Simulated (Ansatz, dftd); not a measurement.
Species: C₂H₅Si, charge 0, doublet. C2H5Si (SMILES C[Si][CH2], doublet).
B3LYP-D3(BJ)/def2-TZVP minimum from Ansatz (an electronic-structure program):
```
Si
C 1 1.7077
H 2 1.0812 1 123.47
H 2 1.0865 3 115.86 1 -180.00
C 1 1.8895 2 122.58 3 180.00
H 5 1.0903 1 111.20 2 119.56
H 5 1.0903 6 108.39 1 -122.52
H 5 1.0930 6 109.16 7 -118.80
```
Charge 0, spin multiplicity 2.

Property: atomisation energy (electronic, to ground-state atoms), in kJ/mol. UHF or UKS for unpaired electrons; spin-orbit terms are left out. Correlated methods leave the cores frozen. Rows without X2C or -DK are non-relativistic. CBS(X,Y): correlation extrapolated as X^-3, Hartree-Fock from the larger set. A bracket is a step between two methods taken in the basis named. Functionals run without relativity, which enters their misses. Double hybrids freeze cores in their MP2 part. '+ core + X2C': CCSD(T) terms for core correlation (cc-pwCVTZ, 1s frozen past Ne) and scalar relativity (cc-pVTZ-DK). Where a partner has so few electrons that a lower coupled-cluster level is exact, that level stands in. The UHF reference of C2H5Si ([CH2][Si]C, doublet) is spin-contaminated (<S^2> up to 0.37 over the pure value in the sets run).

```json
[
 {"level": "CAM-B3LYP-D3(BJ)/def2-TZVPD", "program": "Ansatz + dftd3", "atomisation energy (kJ/mol)": "2809.5"},
 {"level": "B2GP-PLYP/def2-TZVPD", "program": "Ansatz", "atomisation energy (kJ/mol)": "2757.9"},
 {"level": "CCSD(T)/cc-pV(T+d)Z", "program": "Ansatz", "atomisation energy (kJ/mol)": "2730.3"},
 {"level": "CCSD(T)/cc-pV(Q+d)Z", "program": "Ansatz", "atomisation energy (kJ/mol)": "2773.5"},
 {"level": "CCSD(T)/CBS(cc-pV(T+d)Z,cc-pV(Q+d)Z)", "program": "Ansatz", "atomisation energy (kJ/mol)": "2801.0"}
]
```

What does CCSD(T)/CBS(cc-pV(T+d)Z,cc-pV(Q+d)Z) + [CCSDT(Q) - CCSD(T)]/cc-pV(D+d)Z + core + X2C (Ansatz) give?

2812.4 kJ/mol; the difference of CCSD(T)/CBS(cc-pV(T+d)Z,cc-pV(Q+d)Z) is -11.4 kJ/mol.
